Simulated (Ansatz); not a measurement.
Ansatz (an electronic-structure program) input (CCSD(T)/6-31G):

Ansatz 0.2 input:
```yaml
crystal:
  periodic: [false, false, false]
  atoms:
    - {symbol: Si, position_ang: [0.03858894, 1.07081038, 0.72376411]}
    - {symbol: H, position_ang: [-0.40589420, 2.33326445, 0.05968674]}
    - {symbol: Si, position_ang: [-0.00464664, -0.97687689, -0.56564405]}
    - {symbol: H, position_ang: [0.89622569, -0.58553979, -1.66984495]}
    - {symbol: H, position_ang: [-1.44007183, -1.01126025, -0.91542632]}
    - {symbol: H, position_ang: [0.47454813, -2.05153326, 0.31190368]}
basis:
  gaussian:
    orbitals: 6-31G
total_charge: 1
magnetization: {spin_polarized: true, initial_magnetization: 1}
correlation: {method: ccsd_t, electrons: outside_noble_gas}
```

Output:

```
Functional definition: HF
integrals: 0.01 GiB planned
408 factors; integrals over basis functions are off by at most 2.0e-4 eV
mean field: 0.07 GiB planned
mean field evaluation 1: about -15774.6962 eV, gradient 8.3e0 eV
mean field evaluation 2: about -15774.7011 eV, gradient 8.3e0 eV
mean field evaluation 4: about -15775.6966 eV, gradient 9.4e-1 eV
mean field evaluation 8: about -15775.7230 eV, gradient 6.6e-3 eV
mean field evaluation 16: about -15775.7132 eV, gradient 3.4e-1 eV
mean field evaluation 32: about -15774.4606 eV, gradient 4.4e-2 eV
mean field -15775.72305059 eV, -579.7471289399 hartree, gradient 1.5e-6 eV, S^2 0.753117; 3 other end points of the search recorded, 0 dependent functions left out
determinant -15775.72305059 eV, -579.7471289399 hartree, with singles and doubles -15778.89012939 eV, -579.8635169393 hartree
determinant -15774.46083557 eV, -579.7007433935 hartree, with singles and doubles -15777.71231953 eV, -579.8202332254 hartree
10 core orbitals not correlated
reference -15775.72305059 eV, -579.7471289399 hartree; 6, 5 occupied and 18, 19 virtual orbitals, 408 factors
second order -2.28347108 eV of doubles, -0.00000000 eV of singles
coupled cluster: 0.06 GiB planned
cycle   1  -3.16692660 eV  change    1.5e-4 eV  update   4.1e-4
cycle   2  -3.16681468 eV  change    1.1e-4 eV  update   2.7e-4
cycle   3  -3.16680807 eV  change    6.6e-6 eV  update   1.1e-4
cycle   4  -3.16684494 eV  change   -3.7e-5 eV  update   5.3e-5
cycle   5  -3.16687638 eV  change   -3.1e-5 eV  update   1.7e-5
cycle   6  -3.16688453 eV  change   -8.2e-6 eV  update   7.0e-6
perturbative correction -0.05082242 eV, -0.0018676894 hartree
Total energy: -15778.94075754 eV, -579.8653774893 hartree
```
